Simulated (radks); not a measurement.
Coulomb parameter of the 4d shell of neutral molybdenum in the model configuration [Kr] 4d4.5 5s1.5, as a second difference U = [E(n + 0.5) + E(n - 0.5) - 2 E(n)] / (0.5)^2 with all orbitals relaxed. "Bare": the charge of the atom changes with n. "Screened": the 5s shell takes up the change at fixed total charge, which measures U(4d,4d) + U(5s,5s) - 2 U(4d,5s). All-electron calculation, scalar-relativistic Kohn-Sham, PBE, spin-unpolarised, spherical densities, finite nucleus; Fermi nuclear charge, rms radius 4.4091 fm. Program: a radial shooting solver on a logarithmic mesh with Libxc functionals.

case,configuration,E - E(n) (eV)
start,[Kr] 4d4.5 5s1.5,0.000
bare +0.5,[Kr] 4d5 5s1.5,-1.360
bare -0.5,[Kr] 4d4 5s1.5,3.408
screened +0.5,[Kr] 4d5 5s1,0.039
screened -0.5,[Kr] 4d4 5s2,0.238

U(bare) = 8.190 eV, U(screened by 5s) = 1.108 eV, against the Slater integral F0(4d,4d) = 12.987 eV with frozen orbitals. The step up makes a negative ion, whose loosely bound charge lowers the bare value.
